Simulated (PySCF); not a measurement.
Species: (OH)3Hf-NH-SiH3 (singlet state).
Bonds: Hf1–O2, Hf1–O3, Hf1–O4, Hf1–N5, N5–Si6. Hydrogens: H7 on O2; H8 on O3; H9 on O4; H10 on N5; H11, H12, H13 on Si6.

Computed with PBE0-D3(BJ)/def2-SVP geometry optimisation, gas phase, def2 core potentials past Kr in PySCF.

Task: Give the optimised bond lengths and angles.

Result: 
```json
{"bond": "Hf1–O2, Hf1–O3, Hf1–O4", "length (pm)": "193.1"}
{"bond": "Hf1–N5", "length (pm)": "206.6"}
{"bond": "O2–H7, O3–H8, O4–H9", "length (pm)": "95.4"}
{"bond": "N5–Si6", "length (pm)": "173.3"}
{"bond": "N5–H10", "length (pm)": "102.0"}
{"bond": "Si6–H11, Si6–H12, Si6–H13", "length (pm)": "150.0"}
```

Bonds in one row agree within 1 pm and their mean is given. A selection of angles:
```json
{"angle": "O2–Hf1–O3", "degrees": "112.3"}
{"angle": "O2–Hf1–O4", "degrees": "109.8"}
{"angle": "O2–Hf1–N5", "degrees": "108.7"}
{"angle": "O3–Hf1–N5", "degrees": "105.0"}
{"angle": "Hf1–O2–H7", "degrees": "174.7"}
{"angle": "Hf1–O3–H8", "degrees": "162.9"}
{"angle": "Hf1–O4–H9", "degrees": "174.4"}
{"angle": "Hf1–N5–Si6", "degrees": "127.0"}
{"angle": "Hf1–N5–H10", "degrees": "118.5"}
{"angle": "Si6–N5–H10", "degrees": "114.5"}
{"angle": "N5–Si6–H11", "degrees": "113.8"}
{"angle": "N5–Si6–H12", "degrees": "106.9"}
{"angle": "H11–Si6–H12", "degrees": "107.9"}
```

Torsions: O2–Hf1–N5–Si6 -55° (synclinal); H8–O3–Hf1–O2 56° (synclinal).

O2 (oxygen bonded to Hf and H) is almost linear (angle 174.7°). All 3 Hf–O bonds measure 1.930 to 1.931 Å. Hf1 (hafnium bonded to N and 3 O) is distorted tetrahedral (angles from 105.0° to 112.3°). Si6 (silicon bonded to N and 3 H) is distorted tetrahedral (angles from 106.8° to 113.8°). N5 (nitrogen bonded to Hf, Si and H) is planar (angles 127.0°, 118.5° and 114.5°, sum 360.0°, 0.01 Å off the plane of its three neighbours).

Point group: near Cs, missed by 0.23 Å at most; the miss may be what the optimiser left on a soft mode. No PBE0-D3(BJ)/def2-SVP frequencies stand behind this structure, so it isn't proved a minimum. Torsions: O2–Hf1–O3–H 56°.
